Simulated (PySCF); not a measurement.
Worked example: oscillator strength and radiative lifetime

C₄H₁₆Al₂N₂, SMILES [CH3][Al-]1([CH3])[NH2+][Al-]([CH3])([CH3])[NH2+]1.

The structure is a stationary point at r2SCAN-D4/def2-SVP.

TDA-PBE0/def2-SVP (PySCF) puts the first singlet state with f over 0.02 at 7.01 eV (vertical), with the transition dipole (0.000, -0.809, 0.000) in atomic units.

Question: Find the oscillator strength, the wavelength and the radiative lifetime that this transition would have in vacuum if emission retraced absorption.

Answer: 
|μ|² = 0.6545 au, so |μ| = 2.06 D. ΔE = 7.01/27.211 = 0.2576 hartree. f = (2/3) ΔE |μ|² = 0.112 (the program prints 0.112).
λ = 1239.84/7.01 = 177 nm; ν = 56539 cm⁻¹.
Einstein's coefficient A = 0.6670 ν² f s⁻¹ (ν in cm⁻¹) = 2.4e8 s⁻¹, so τ = 1/A = 4.2 ns. This state is S1. The figure is the radiative limit of this one transition; relaxation, internal conversion, crossing to triplets and a medium change what is measured.
